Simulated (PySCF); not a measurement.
La⁺ (lanthanum, charge +1) across methods

[Xe] 5d1 6s1, high-spin 3D determinant (an excited configuration). Computed with PySCF 2.14 in x2c-TZVPPall with one added diffuse shell each of s, p, d type (12s8p8d3f1g, 106 functions), with the spin-free X2C one-electron Hamiltonian (Gaussian nucleus).

```tsv
method	E (hartree)	mean ε 5p β (eV)	mean ε 5d α (eV)	mean ε 6s α (eV)	Σ⟨r²⟩ (bohr²)	⟨S²⟩
r2SCAN	-8492.24	-28.587	-9.457	-8.804	67.91	2.003
PBE	-8491.83	-27.987	-9.192	-8.729	67.73	2.001
LDA	-8485.04	-28.149	-9.038	-8.911	67.36	2.001
PBE0	-8491.90	-29.711	-10.129	-9.240	67.79	2.002
UHF	-8489.08072	-33.600	-12.195	-10.355	68.82	2.006
```

Spin-orbit coupling, absent here, splits the open shell strongly.
